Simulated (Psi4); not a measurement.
Psi4 input (wB97X-D/6-31G*):

```
memory 1500 MB

molecule {
0 2
C    -2.62998100   -0.57464300    0.47652400
C    -1.38749800   -0.30316400    0.25139900
B     0.03758200    0.00821200   -0.00681000
Cl    0.49786700    1.57918400   -0.66021700
Cl    1.28367100   -1.18992300    0.33742200
H    -3.10178600   -0.36312100    1.43526100
H    -3.26740700   -1.02852900   -0.28123300
symmetry c1
no_reorient
no_com
}

set {
  basis 6-31G*
  reference uks
  scf_type pk
  dft_radial_points 99
  dft_spherical_points 590
  e_convergence 1e-8
  d_convergence 1e-7
  maxiter 150
}

e = energy('wb97x-d')
print_out(f'\nFINAL {e:.10f} DIPOLE {variable("CURRENT DIPOLE")[0]:.6f} {variable("CURRENT DIPOLE")[1]:.6f} {variable("CURRENT DIPOLE")[2]:.6f}\n')
```

From the output:

```
      36A      0.413258    37A      0.456308    38A      0.459533
      39A      0.489718    40A      0.512489    41A      0.532097
      42A      0.536222    43A      0.560436    44A      0.571287
      45A      0.582664    46A      0.632067    47A      0.696262
      48A      0.724522    49A      0.737744    50A      0.762937
      51A      0.814196    52A      0.827760    53A      0.867789
      54A      0.932684    55A      0.941427    56A      0.950869
      57A      0.955515    58A      0.961841    59A      0.978578
      60A      1.015660    61A      1.061334    62A      1.096422
      63A      1.107850    64A      1.146882    65A      1.187225
      66A      1.296727    67A      1.380563    68A      1.468023
      69A      1.491587    70A      1.630333    71A      1.641494
      72A      1.720362    73A      1.805977    74A      1.927395
      75A      1.950729    76A      1.958337    77A      2.014872
      78A      2.241350    79A      2.369231    80A      2.685471
      81A      2.767971    82A      3.168202    83A      3.559198
      84A      4.216798    85A      4.364894    86A      4.391976
      87A      4.558714

    Final Occupation by Irrep:
              A
    DOCC [    26 ]
    SOCC [     1 ]
    NA   [    27 ]
    NB   [    26 ]

  @UKS Final Energy: -1022.59315767721228

   => Energetics <=

    Nuclear Repulsion Energy =            216.5154974866504176
    One-Electron Energy =               -1838.1300599880164555
    Two-Electron Energy =                 651.0507378183910987
    DFT Exchange-Correlation Energy =     -52.0277364304346577
    Empirical Dispersion Energy =          -0.0015965638027241
    VV10 Nonlocal Energy =                  0.0000000000000000
    Total Energy =                      -1022.5931576772122753

  UHF NO Occupations:
  HONO-2 :   25  A 1.9994186
  HONO-1 :   26  A 1.9972797
  HONO-0 :   27  A 1.0000000
  LUNO+0 :   28  A 0.0027203
  LUNO+1 :   29  A 0.0005814
  LUNO+2 :   30  A 0.0004028
  LUNO+3 :   31  A 0.0000835

Computation Completed

Properties will be evaluated at   0.000000,   0.000000,   0.000000 [a0]

Properties computed using the SCF density matrix

 Multipole Moments:

 ------------------------------------------------------------------------------------
     Multipole            Electronic (a.u.)      Nuclear  (a.u.)        Total (a.u.)
 ------------------------------------------------------------------------------------

 L = 1.  Multiply by 2.5417464519 to convert [e a0] to [Debye]
 Dipole X            :         -1.0417351           -0.0000208           -1.0417559
 Dipole Y            :         -0.2276278            0.0000094           -0.2276184
 Dipole Z            :          0.1887519            0.0000019            0.1887538
 Magnitude           :                                                    1.0829097

 ------------------------------------------------------------------------------------

FINAL -1022.5931576772 DIPOLE -1.041756 -0.227618 0.188754

*** Psi4 exiting successfully. Buy a developer a beer!
```

The geometry given is a B3LYP-D3(BJ)/def2-TZVP minimum.
